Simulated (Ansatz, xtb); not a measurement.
# C6H6O3: 5 structures ranked

5 gas-phase structures of C6H6O3, from a drawn sample of its isomers (lower ones may exist). Each was relaxed with GFN2-xTB; where two conformers were screened, the lower at r2SCAN-D4/def2-SVP is listed:

A. `C#C/C(=C\O)C(=O)OC`, a singlet
B. `C#C/C(C=O)=C(/O)OC`, a singlet
C. `C#C/C(=C/O)C(=O)OC`, a singlet
D. `C#C[C@@H](C=O)C(=O)OC`, a singlet
E. `C#C/C(C=O)=C(\O)OC`, a singlet

Question: Make a reasoned guess at their ranking by r2SCAN-D4/def2-SVP single-point energy.

Answer: Calculated order at r2SCAN-D4/def2-SVP: C (0.0), B (5.2), A (10.4), D (16.2), E (20.0) kcal/mol.

Energies above the lowest of each column, in kcal/mol; the last columns are at PBE-D3(BJ)/def2-SVP geometries (a dash: not run or not comparable):

| structure | GFN2-xTB | HF/STO-3G | r2SCAN-D4/def2-SVP | PBE-D3(BJ)/def2-SVP | CCSD(T)/def2-SVP + ΔMP2/def2-TZVPP |
| --- | --- | --- | --- | --- | --- |
| C | 0.0 | 0.0 | 0.0 | 0.0 | 0.0 |
| B | 7.9 | 4.2 | 5.2 | relaxes to C | – |
| A | 9.2 | 9.1 | 10.4 | 11.8 | 7.3 |
| D | 11.6 | 3.3 | 16.2 | 16.9 | 8.1 |
| E | 18.1 | 13.6 | 20.0 | 20.5 | 18.2 |

Every level run on C puts it lowest or level with the lowest. Flexible structures stand in one conformer each, not always the lowest. Frequencies (GFN2-xTB) were run for A, C, D, E alone. ΔMP2 is the change of the MP2 energy from the smaller to the larger basis.

Over these structures GFN2-xTB departs from r2SCAN-D4/def2-SVP by 1.9 kcal/mol on average once a common shift is removed. A GFN2-xTB relaxation took about 0.3 s and the r2SCAN-D4/def2-SVP energy about 6.6 s on a shared host (Ansatz 0.2.0, xtb 6.7.1).
